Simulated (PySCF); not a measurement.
## Mn₂Cl⁺, broken-symmetry Ms = 4: structure and spectrum

All numbers come from PySCF, UPBE0, basis Cl def2-TZVP, Mn def2-TZVP (no relativity, density fitting).

The structure is a higher-order saddle point with 2 imaginary modes (one degenerate set).

* Point group: D∞h
* Bond lengths: Cl–Mn 2.306 Å (×2)
* Bond angles: Mn–Cl–Mn 180.0°
* Dipole moment about the centre of mass: 0.00 D
* Spin squared ⟨S²⟩: 21.207
* Principal polarisabilities: 76.4, 76.4, 116.6 bohr³
* Zero-point energy (real modes): 3.1 kJ/mol
* Lowest empty level (α): -7.83 eV
* Highest occupied level (β): -9.39 eV
* Rotational constants: 0.02886 cm⁻¹
* Principal quadrupole moments (Buckingham, traceless) about the centre of mass: -21.97, -21.97, 43.95 D Å

Harmonic modes (masses in u: Cl 34.969, Mn 54.938):
```tsv
symmetry	ω (cm⁻¹)	IR (km/mol, summed over degenerate members)
πu	48i	–
σg+	182	0.0
σu+	337	86.5
```

In D∞h the vibrations span πu + σg+ + σu+. The σg+ mode carries no infrared intensity, as symmetry demands. With a centre of inversion only u modes can be infrared active and only g modes Raman active.

Charges (e):
```tsv
atom	Mulliken	Löwdin	polar tensor	spin (Mulliken)	Mayer order to Cl1
Cl1	-0.33	0.19	-0.62	0.02	–
Mn2,3	0.66	0.41	0.81	3.99	0.60
```

Mulliken populations on Cl1: s 5.95, p 11.35, d 0.02, f 0.00.

The determinant is spin-contaminated (⟨S²⟩ = 21.21, pure value 20.00). This need not be the most stable arrangement of these atoms. With open d or f shells other occupations or spin states may lie lower.

The final relaxation and frequency run took of the order of 12 core-minutes on a shared host.
